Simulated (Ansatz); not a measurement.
Computed with Ansatz on PBE0-D4/def2-TZVP structures; ΔE is electronic, products minus reactants. CCSD(T)/CBS is the MP2 limit (def2-TZVPP, def2-QZVPP) plus CCSD(T) − MP2 in def2-TZVPP, frozen cores. This one scheme is used for every species. Functionals use def2-TZVPP. B3LYP here is the variant with VWN-RPA as its local correlation; programs differ in this. Each species was taken in one conformer, which may not be the lowest.

Reaction (ligand exchange at the Si–S bond): `CS[SiH2]O` + `O[SiH2][SiH3]` → `O[SiH2]O[SiH2][SiH3]` + CH₃SH

| level | ΔE (kJ/mol) | difference from CCSD(T)/CBS |
| --- | --- | --- |
| PBE-D4 | -44.7 | 17.3 |
| r2SCAN-D4 | -56.4 | 5.6 |
| PBE0-D4 | -51.5 | 10.5 |
| B3LYP-D4 | -64.4 | -2.4 |
| ωB97X-V | -61.7 | 0.3 |
| ωB97M-V | -61.3 | 0.7 |
| B2PLYP | -64.1 | -2.1 |
| PBE | -43.7 | 18.3 |
| B3LYP | -63.0 | -1.0 |
| MP2/def2-TZVPP | -61.7 | 0.3 |
| SCS-MP2/def2-TZVPP | -67.5 | -5.5 |
| CCSD/def2-TZVPP | -68.9 | -6.9 |
| MP2/def2-QZVPP | -60.7 | 1.3 |
| SCS-MP2/def2-QZVPP | -66.3 | -4.3 |
| HF/CBS(def2) | -84.9 | -22.9 |
| CCSD/CBS(def2) | -65.8 | -3.8 |
| CCSD(T)/CBS | -62.0 | 0 |

Largest T1 diagnostic among the species: 0.012.

In def2-TZVPP, CCSD(T) changes the Hartree–Fock value by +17.1 kJ/mol (the triples alone add +3.8 kJ/mol) and MP2 by +20.6 kJ/mol. From PBE to PBE0 (25 % exact exchange), in def2-TZVPP and without D4, ΔE moves by −6.6 kJ/mol.
